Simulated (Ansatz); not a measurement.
Single points on the cluster Nb4⁺.

```yaml
crystal:
  periodic: [false, false, false]
  atoms:
    - {symbol: Nb, position_ang: [-1.239598, 0.720391, 0.581708]}
    - {symbol: Nb, position_ang: [0.915894, -0.365960, 1.198777]}
    - {symbol: Nb, position_ang: [-0.316206, -1.318411, -0.745518]}
    - {symbol: Nb, position_ang: [0.639910, 0.963970, -1.034957]}
basis:
  gaussian: {orbitals: def2-TZVP, initial_orbitals: start.molden}
total_charge: 1
magnetization: {spin_polarized: true, initial_magnetization: 1}
correlation: {method: mp2}
scf: {omitted_lower_state_checks: [starts]}
output: {orbitals: {seedname: orbitals}}
```

The file start.molden holds the orbitals of an earlier run on this structure, at another level or in another basis.

```sh
$ ansatz run in.yaml --threads 4 --pin off --events-out ev --progress --plain --max-ram 3916MiB
```

Shortened log:

```
Functional definition: HF
1428 factors; integrals over basis functions are off by at most 5.1e-4 eV
mean field evaluation 1: about -6118.5406 eV, gradient 1.0e1 eV
mean field evaluation 2: about -6120.3313 eV, gradient 4.5e0 eV
mean field evaluation 4: about -6122.6987 eV, gradient 1.8e0 eV
mean field evaluation 8: about -6123.4828 eV, gradient 2.3e-1 eV
mean field evaluation 16: about -6123.9455 eV, gradient 9.5e-1 eV
mean field evaluation 32: about -6124.3914 eV, gradient 9.8e-2 eV
mean field -6124.39597285 eV, -225.0674007376 hartree, gradient 5.1e-6 eV, S^2 6.121858; 0 other end points of the search recorded, 0 dependent functions left out
reference -6124.39597285 eV, -225.0674007376 hartree; 26, 25 occupied and 134, 135 virtual orbitals, 1428 factors
second order -37.08277511 eV of doubles, -0.00000000 eV of singles
Total energy: -6161.47874796 eV, -226.4301675871 hartree
Checks for a lower state left out: starts
```

Hardware: 4 threads of Arm Neoverse V1 on a shared host. Wall time 18 s.

The first input with `hamiltonian: {xc: pbe0, dispersion: d4}` and without the key `correlation` (abridged; 21 s):

```
Functional definition: PBE0
mean field -6190.41364787 eV, -227.4935055461 hartree, gradient 4.9e-6 eV, S^2 0.918921
Total energy: -6190.57942709 eV, -227.4995978202 hartree
Checks for a lower state left out: starts
```

Geometry: PBE-D4/def2-SVP.

In the def2 sets Nb takes a core potential; there is no spin–orbit coupling. Correlated methods freeze no core orbitals; core or outer-core shells of Nb are correlated, in sets that lack core-valence functions. At MP2/def2-TZVP, PBE0-D4/def2-TZVP the charge 1 doublet is spin-contaminated (final ⟨S²⟩ up to 6.12, 0.75 for a pure state). The structure comes from a short search, and lower isomers may exist.
